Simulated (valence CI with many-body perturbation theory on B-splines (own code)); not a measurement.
Values are calculated unless marked as measured or tabulated.
## A CI+MBPT run for Kr15+

Level of theory: configuration interaction combined with many-body perturbation theory (CI+MBPT): three valence electrons over a frozen Dirac-Fock core [Ar], radial functions for each j: 7 s, 7 p, 8 d, 6 f, 4 g, 1 h, with the one-electron correlation potential Σ1 (screened to all orders), the two-electron term Σ2, the three-electron term Σ3, Breit, model QED; selected single and double excitations, second order for the rest, scaled by the run's own slope (own B-spline code, finite nucleus).

Command, and the settings that its task file holds:

```sh
python run_cv.py task.json out
```

```
atom Kr  Z=36  mass_number=84  rms_radius_fm=4.1884
core [Ar]
valence 3d3
avg = 1
basis = M
beyond = 1
breit = 1
cap = 32000
capref = 2200
cscale = 1
de = 0.0
dress = 0
eps = 2e-08
extrap = 1
h = 0.27
hh = 1
l2 = 3
lcore = 6
maxit = 60
n2 = 5
natural = 1
nlev = 190
nno = [4, 4, 5, 4, 3, 1]
nroot = 40
nsp = [3, 3, 3, 2, 1, 0]
pt2 = 1
qed = 1
rpa = 1
s1 = 1
s2 = 1
s3 = 1
screen = 1
tol = 2e-05
whole = 1
```

Q: Roughly how long does this run take on one core of Intel(R) Xeon(R) Processor @ 2.30GHz, and how much memory?

A: 18 s on 1 thread of Intel(R) Xeon(R) Processor @ 2.30GHz, with other jobs on the host, peak memory 0.42 GiB.

Log. The first blocks belong to the next ion, which gives the ionisation energy. Fields: 2J, parity (1 odd), roots, reference size, generating configurations, candidates as configurations/state functions, variational space P, stored matrix elements, Davidson steps; e2 is the range of second-order energies in hartree. The first line gives the box (bohr), its intervals, the orbitals and the steps of their self-consistent field. Window is the range of levels sought, series limit the energy at which the first omitted orbital would enter, core excitation an estimate of the first excitation out of the core, left out the lowest levels not solved, and shifts from estimates the range by which levels moved from their first estimate, all in cm⁻¹.

```
rmax 7.2 intervals 61 orbitals 59 references ['3d3', '3d2 4s', '3d2 4p'] scf 4 t 0.9
2J=4 par=0 roots 2 ref 48 generators 3 cand 543/543 P 591/591 nnz 0 it 0
2J=4 par=0 roots 2 ref 48 generators 6 cand 74/74 P 665/665 nnz 0 it 0
   second order: generators 9 cand 17/17 e2 -0.00000 -0.00000
2J=6 par=0 roots 2 ref 38 generators 4 cand 528/528 P 566/566 nnz 0 it 0
2J=6 par=0 roots 2 ref 38 generators 9 cand 29/29 P 595/595 nnz 0 it 0
   second order: generators 17 cand 52/52 e2 -0.00000 -0.00000
2J=8 par=0 roots 2 ref 30 generators 2 cand 445/445 P 475/475 nnz 0 it 0
2J=8 par=0 roots 2 ref 30 generators 3 cand 76/76 P 551/551 nnz 0 it 0
   second order: generators 8 cand 21/21 e2 -0.00000 -0.00000
reference levels 769, estimated 24, window 1203302 1/cm; series limit 3485372, core excitation 810386
2J=3 par=0 roots 6 ref 71 generators 7 cand 781/1694 P 1805/4253 nnz 4e+06 it 5
2J=3 par=0 roots 6 ref 71 generators 9 cand 335/670 P 2140/4923 nnz 5e+06 it 4
   second order: generators 16 cand 5606/13296 e2 -0.00002 -0.00000
2J=5 par=0 roots 6 ref 79 generators 6 cand 945/2456 P 1841/5025 nnz 5.6e+06 it 5
2J=5 par=0 roots 6 ref 79 generators 7 cand 352/799 P 2193/5824 nnz 7.1e+06 it 4
   second order: generators 13 cand 1858/5087 e2 -0.00001 -0.00000
2J=7 par=0 roots 4 ref 66 generators 4 cand 823/2187 P 1712/4753 nnz 5.2e+06 it 4
2J=7 par=0 roots 4 ref 66 generators 6 cand 296/773 P 2008/5526 nnz 6.7e+06 it 6
   second order: generators 8 cand 1867/5191 e2 -0.00001 -0.00000
2J=9 par=0 roots 4 ref 49 generators 5 cand 617/1527 P 1614/4066 nnz 3.9e+06 it 4
2J=9 par=0 roots 4 ref 49 generators 6 cand 240/607 P 1854/4673 nnz 4.9e+06 it 5
   second order: generators 13 cand 3650/10627 e2 -0.00001 -0.00000
2J=1 par=0 roots 2 ref 43 generators 2 cand 209/328 P 1194/1937 nnz 0 it 4
2J=1 par=0 roots 2 ref 43 generators 2 cand 164/266 P 1358/2203 nnz 0 it 4
   second order: generators 3 cand 598/777 e2 -0.00000 -0.00000
2J=11 par=0 roots 1 ref 25 generators 1 cand 161/452 P 906/2286 nnz 0 it 3
2J=11 par=0 roots 1 ref 25 generators 1 cand 173/455 P 1079/2741 nnz 2.2e+06 it 4
   second order: generators 1 cand 187/411 e2 -0.00000 -0.00000
left out: unestimated 1741577, estimated 1734893, shifts from estimates 0 to 17
operators 1.6
```

The Davidson iterations converged.

No measured levels were compared; by estimate terms of the open shell hold to 2 to 4 % of their energy, and close levels can change places. The list stops below the first excitations out of the core. Only levels of the ground parity were solved; by the run's estimate the other parity begins above the list, which can be wrong where configurations are misplaced.

- Valence energy: -65.15084 hartree
- Ionisation energy: 540.39 eV (NIST: 540 ± 3 eV (theoretical))
- Reference configurations for the orbitals: 3d3, 3d2 4s, 3d2 4p
- Radial orbitals: 59
- Box radius: 7.163 bohr
- Largest variational space: 5824
- Lowest levels: 3d³ ⁴F_3/2 0.0000, 3d³ ⁴F_5/2 0.7327, 3d³ ⁴F_7/2 1.556, 3d³ ⁴F_9/2 2.387, 3d³ ⁴P_3/2 5.332, 3d³ ⁴P_1/2 5.499, 3d³ ²G_7/2 6.292, 3d³ ⁴P_5/2 6.632, 3d³ ²G_9/2 6.681, 3d³ ²D_3/2 [a] 7.767, 3d³ ²P_1/2 8.247, 3d³ ²H_11/2 9.011, 3d³ ²H_9/2 9.077, 3d³ ²D_5/2 [a] 9.381 eV

Names give the largest LS component (configuration and term), which can be under half, so a name can repeat, a term be missing and a line seem to break the LS rules; names also repeat where a configuration has a term twice. Letters in brackets count levels of one name in rising energy.
